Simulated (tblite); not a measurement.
C5H9NO2.
Numbering: `[CH2:1]=[C:2]([CH2:3][OH:4])[C:5](=[O:6])[NH:7][CH3:8]` (hydrogens: H9, H10 on C1; H11, H12 on C3; H13 on O4; H14 on N7; H15, H16, H17 on C8)

Computed with GFN2-xTB (tblite), gas phase: Langevin dynamics at 300 K from the optimised GFN2-xTB geometry, time step 0.5 fs, friction 0.01 fs⁻¹, 2000 steps. The instantaneous temperature is 2·E(kin)/(3Nk) with all 3N coordinates.

```
t (fs)  T (K)  E(pot) above start (eV)  C1=C2 (Å)  C2–C3 (Å)  C3–O4 (Å)  C2–C5 (Å)  C5=O6 (Å)  C1–H9 (Å)  C1–C2–C3–O4 (°)
     0    259                    0.000      1.326      1.507      1.422      1.501      1.217      1.077             -118
    25    172                    0.423      1.355      1.505      1.380      1.467      1.240      1.081             -124
    50    267                    0.508      1.354      1.506      1.378      1.505      1.216      1.120             -127
    75    262                    0.549      1.316      1.556      1.460      1.523      1.217      1.059             -143
   100    244                    0.467      1.318      1.518      1.464      1.498      1.205      1.076             -141
   125    296                    0.437      1.358      1.476      1.423      1.505      1.228      1.087             -136
   150    263                    0.396      1.366      1.474      1.420      1.495      1.225      1.073             -131
   175    178                    0.451      1.316      1.518      1.406      1.548      1.214      1.078             -128
   200    220                    0.489      1.308      1.468      1.452      1.556      1.219      1.098             -118
   225    319                    0.461      1.341      1.464      1.471      1.538      1.222      1.092             -132
   250    178                    0.532      1.348      1.504      1.463      1.477      1.209      1.069             -133
   275    192                    0.399      1.318      1.498      1.376      1.506      1.217      1.101             -135
   300    215                    0.431      1.328      1.542      1.421      1.552      1.226      1.076             -133
   325    263                    0.522      1.336      1.519      1.416      1.511      1.187      1.075             -141
   350    234                    0.542      1.346      1.553      1.417      1.490      1.188      1.063             -139
   375    226                    0.467      1.310      1.550      1.390      1.496      1.247      1.100             -140
   400    228                    0.461      1.335      1.529      1.380      1.530      1.231      1.043             -145
   425    306                    0.421      1.338      1.500      1.414      1.529      1.194      1.092             -141
   450    204                    0.763      1.335      1.495      1.468      1.560      1.207      1.103             -134
   475    262                    0.705      1.306      1.498      1.447      1.510      1.214      1.029             -123
   500    338                    0.621      1.295      1.520      1.413      1.483      1.197      1.110             -122
   525    359                    0.633      1.354      1.534      1.375      1.470      1.218      1.099             -116
   550    268                    0.749      1.367      1.608      1.408      1.531      1.238      1.025             -115
   575    304                    0.665      1.295      1.529      1.390      1.523      1.205      1.074             -124
   600    371                    0.546      1.295      1.526      1.436      1.541      1.200      1.109             -130
   625    248                    0.906      1.364      1.509      1.435      1.486      1.257      1.077             -145
   650    266                    0.821      1.389      1.515      1.442      1.454      1.255      1.060             -141
   675    310                    0.605      1.322      1.534      1.392      1.552      1.202      1.112             -138
   700    274                    0.559      1.289      1.510      1.433      1.487      1.205      1.083             -133
   725    250                    0.526      1.365      1.590      1.466      1.471      1.242      1.070             -121
   750    283                    0.537      1.356      1.532      1.397      1.459      1.245      1.083             -122
   775    290                    0.527      1.311      1.513      1.422      1.483      1.190      1.070             -118
   800    244                    0.684      1.295      1.523      1.484      1.521      1.197      1.058             -115
   825    338                    0.453      1.374      1.466      1.410      1.498      1.238      1.101             -117
   850    315                    0.589      1.368      1.492      1.375      1.573      1.236      1.063             -117
   875    352                    0.482      1.289      1.463      1.433      1.528      1.195      1.055             -121
   900    354                    0.470      1.332      1.456      1.471      1.561      1.222      1.061             -130
   925    362                    0.498      1.362      1.469      1.455      1.504      1.236      1.093             -123
   950    250                    0.577      1.367      1.487      1.420      1.501      1.209      1.114             -134
   975    314                    0.664      1.299      1.554      1.417      1.595      1.216      1.018             -133
  1000    263                    0.543      1.308      1.509      1.401      1.474      1.214      1.093             -130
```

Question: From 500 fs on, how do temperature and potential energy compare with equipartition?

Answer: The mean temperature of these 21 frames is 303 K against the target 300 K, and the mean potential energy 0.60 eV against 45 × kT/2 = 0.58 eV for 45 classical harmonic modes. For 17 atoms in a canonical ensemble the temperature itself scatters by T·√(2/(3N)) = 59 K; here its standard deviation is 42 K. The whole run lasts only 10 friction times of 100 fs, so these averages carry a wide statistical error.

Question: What are the kinetic and total energies of the listed frame with the highest potential energy?

Answer: The one at 625 fs, 0.906 eV above the start. Its kinetic energy is 3NkT/2 = 0.544 eV at 248 K, so the sum is 1.45 eV; over the listed frames the sum runs from 0.57 to 1.45 eV, since the thermostat adds and removes energy.

Question: How much do the listed bonds fluctuate from 500 fs on?

Answer: 
```
 bond  at the start (Å)  mean (Å)  standard deviation (Å)
C1=C2             1.326     1.333                   0.034
C2–C3             1.507     1.516                   0.037
C3–O4             1.422     1.422                   0.029
C2–C5             1.501     1.509                   0.038
C5=O6             1.217     1.220                   0.021
C1–H9             1.077     1.077                   0.026
```

The motion is classical and holds no zero-point motion.

The cost below is that of the whole dynamics run. Hardware: AMD EPYC 9R45, one thread (shared host). Cost: 6.5 s of wall time, 0.18 GiB resident at most.
